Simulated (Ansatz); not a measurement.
Basis-set series for `OC(S)=[Se]`. Total charge 0; spin multiplicity 1. The geometry is a stationary point of PBE0-D4/def2-TZVP. It is one conformer, not always the lowest.

```csv
atom,x (Å),y (Å),z (Å)
O1,0.722,0.455,1.123
C2,0.101,0.059,0.019
S3,-1.362,-0.767,0.452
Se4,0.726,0.359,-1.624
H5,1.531,0.910,0.845
H6,-1.717,-1.016,-0.816
```

```
functional       basis  functions  energy (Eh)  HOMO (eV)  LUMO (eV)
   PBE0-D4  def2-TZVPP        180  -2913.78837      -6.60      -1.86
   PBE0-D4  def2-QZVPP        333  -2913.85700      -6.63      -1.92
   ωB97M-V  def2-TZVPP        180  -2914.13843      -8.72       0.22
   ωB97M-V  def2-QZVPP        333  -2914.20453      -8.74       0.13
```

(1) Give the rows for def2-SVP. (An estimate is asked.)

Answers

(1) Ansatz gave: 
| functional | basis | functions | energy (Eh) | HOMO (eV) | LUMO (eV) |
| --- | --- | --- | --- | --- | --- |
| PBE0-D4 | def2-SVP | 88 | -2913.22014 | -6.47 | -1.63 |
| ωB97M-V | def2-SVP | 88 | -2913.56926 | -8.55 | 0.52 |

Positive LUMOs are unbound and depend on the basis. Scalar relativity is left out up to krypton.
